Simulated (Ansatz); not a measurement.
Harmonic frequencies (cm⁻¹) at PBE0-D4/def2-TZVP from Ansatz: 194, 290, 345, 440, 548, 636, 676, 716, 735, 807, 918, 941, 1037, 1099, 1155, 1265, 2261, 2280, 2659, 3142, 3600.

Each molecule was computed in one conformer, which needn't be the lowest.

Which molecule is it?
A. `N=C(F)O[SiH3]`
B. `NC1[SiH2]S1`
C. `[NH2][AlH][CH2]Br`
D. `SC1N[SiH2]1`

D.
